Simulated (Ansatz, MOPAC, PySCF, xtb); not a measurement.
Torsion H4–S1–Pb2–Cl3 in ClHPbS (SMILES [SH][Pb][Cl]); at each angle all else is relaxed with GFN2-xTB, and the levels are single points there.
Geometry at 0° (charge 0, multiplicity 1):
```xyz
4

S     -1.524     0.429    -0.151
Pb     0.797     1.212    -0.697
Cl     2.050    -0.683     0.334
H     -1.235    -0.694     0.478
```

| level | energy at 270° less that at 0° (kJ/mol) | cost |
|---|---|---|
| GFN-FF | 5.8 | - |
| PM3 | 23.1 | - |
| GFN2-xTB | 40.4 | - |
| PBE/def2-TZVPP | 30.6 | ×1 |
| PBE-D3(BJ)/def2-TZVPP | 31.1 | ×1 |
| BLYP/def2-TZVPP | 29.4 | ×1 |
| BLYP-D3(BJ)/def2-TZVPP | 30.6 | ×1 |
| BLYP-D4/def2-TZVPP | 30.4 | ×1 |
| r2SCAN-D3(BJ)/def2-TZVPP | 32.5 | ×2 |
| r2SCAN-D4/def2-TZVPP | 32.4 | ×2 |
| B3LYP/def2-TZVPP | 29.6 | ×2 |
| B3LYP-D4/def2-TZVPP | 30.3 | ×2 |
| wB97X-V/def2-TZVPP | 29.9 | ×3 |
| MP2/def2-TZVPP | 29.8 | - |
| MP2/def2-QZVPP | 28.5 | - |
| SCS-MP2/def2-SVP | 31.7 | - |
| SCS-MP2/def2-TZVPP | 28.8 | - |
| CCSD/def2-SVP | 31.1 | - |
| CCSD/def2-QZVPP | 27.0 | - |
| CCSD(T)/CBS(def2-TZVPP, def2-QZVPP) | 27.6 | ×200* |

The rows run from 5.8 (GFN-FF) to 40.4 kJ/mol (GFN2-xTB). From def2-TZVPP to def2-QZVPP MP2 changes by -1.3. The dispersion term adds 0.5 in PBE-D3(BJ), 1.2 in BLYP-D3(BJ), 1.0 in BLYP-D4. The 4 functionals in def2-TZVPP without D3 or D4 span 1.2, from BLYP to PBE.

On the grid 0° to 330°, 270° is the highest and 0° the lowest point at CCSD(T)/CBS(def2-TZVPP, def2-QZVPP).

Correlated levels freeze the cores. Filled d and f shells under p-block atoms count as core. CBS(a, b) extrapolates the correlation energy as X⁻³ and adds the Hartree–Fock energy of set b. The state reached by PM3 isn't checked.

The values were computed with Ansatz (a quantum-chemistry and plane-wave program) with Gaussian orbitals; MOPAC for PM3 (differences of heats of formation); PySCF for the dispersion terms; xtb for the GFN methods.  In def2 rows elements past Kr take small-core potentials, without spin–orbit coupling.

Costs are rough ratios of core time to PBE/def2-TZVPP (about 2.7 s over the structures, on one shared machine); a dash marks a level with no comparable run of its own. A star marks coupled-cluster runs past 200 virtual orbitals, where the program's memory plan changes under this machine's limit, so their costs aren't comparable with smaller runs.
